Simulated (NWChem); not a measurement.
System: SiH3Br; SMILES [SiH3]Br

Here is an NWChem input.

```
start job
memory heap 200 mb stack 900 mb global 1100 mb
geometry units angstroms noautosym nocenter noautoz
  Si     0.000000     0.000000    -1.417110
  Br     0.000000     0.000000     0.809288
  H      0.997374     0.997374    -1.893767
  H     -1.362438     0.365064    -1.893767
  H      0.365064    -1.362438    -1.893767
end
basis spherical
  Si library cc-pvtz
  Br library cc-pvtz
  H library cc-pvtz
end
dft
  xc xpbe96 cpbe96
  iterations 150
end
property
  efieldgrad
end
task dft property
```

Coordinates come from a PBE0/def2-SVP optimisation.

Vzz is the largest principal value of the second derivative of the potential at the nucleus (NWChem prints the opposite sign); η is the asymmetry. Non-relativistic.

Atoms are numbered as in the input.

Task: What results follow from this input? (PBE/cc-pVTZ.) Quantities: Vzz Br2 (a.u.); η Br2.

Result: The vzz Br2 (a.u.) comes out as 4.434 and the η Br2 is 0.00.
